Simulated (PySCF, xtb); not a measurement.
CH6AlFOSi, SMILES [CH3][Al]([F])[O][SiH3].

GFN2-xTB (xtb 6.7.1) at its own geometry gives an orbital gap of 4.55 eV and a dipole moment of 2.57 D.

Geometry: PBE0-D3(BJ)/def2-SVP. Other conformers were not sampled.

### Question
What does PBE/def2-TZVP run with PySCF give? (Estimate from the structure and the level; the computed values follow.)

### Answer
gap 5.90 eV (levels -7.28 and -1.37 eV), dipole 1.78 D.
